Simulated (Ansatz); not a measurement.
Start from `[NH2][In]([Cl])[Cl]` and change one atom or group to get `[F][In]([Cl])[Cl]`.

Ansatz, PBE0-D4/def2-TZVP geometries, multiplicity 1. Each molecule was computed in one conformer, which needn't be the lowest.

Elements past krypton have def2 core potentials.

```json
{"property": "HOMO energy (ωB97M-V/def2-TZVPP) / eV", "`[NH2][In]([Cl])[Cl]`": "-10.42"}
{"property": "size of the dipole moment (ωB97M-V/def2-TZVPP) / D", "`[NH2][In]([Cl])[Cl]`": "2.88"}
{"property": "size of the dipole moment (PBE/def2-TZVPP) / D", "`[NH2][In]([Cl])[Cl]`": "2.92"}
{"property": "HOMO–LUMO gap (PBE0/def2-TZVPP) / eV", "`[NH2][In]([Cl])[Cl]`": "6.02"}
{"property": "HOMO–LUMO gap (B3LYP/def2-TZVPP) / eV", "`[NH2][In]([Cl])[Cl]`": "5.45"}
{"property": "LUMO energy (PBE0/def2-TZVPP) / eV", "`[NH2][In]([Cl])[Cl]`": "-2.07"}
```

Task: What does the change do to each property? (Estimate.)

Result: Ansatz gave: 
```csv
property,`[F][In]([Cl])[Cl]`,shift
HOMO energy (ωB97M-V/def2-TZVPP) / eV,-11.91,-1.49
size of the dipole moment (ωB97M-V/def2-TZVPP) / D,0.99,-1.89
size of the dipole moment (PBE/def2-TZVPP) / D,0.93,-1.99
HOMO–LUMO gap (PBE0/def2-TZVPP) / eV,6.63,0.61
HOMO–LUMO gap (B3LYP/def2-TZVPP) / eV,6.01,0.56
LUMO energy (PBE0/def2-TZVPP) / eV,-3.01,-0.94
```

With PBE0 the HOMO falls by 1.55 eV and the LUMO falls by 0.94 eV, so the gap widens by about 0.61 eV. PBE moves the HOMO by -1.49 eV and ωB97M-V by -1.49 eV. The zero-point energy changes by -61.6 kJ/mol with -6 modes. Dipoles are sizes alone; their direction can turn.

B3LYP here is the variant with VWN-RPA as its local correlation; programs differ in this.
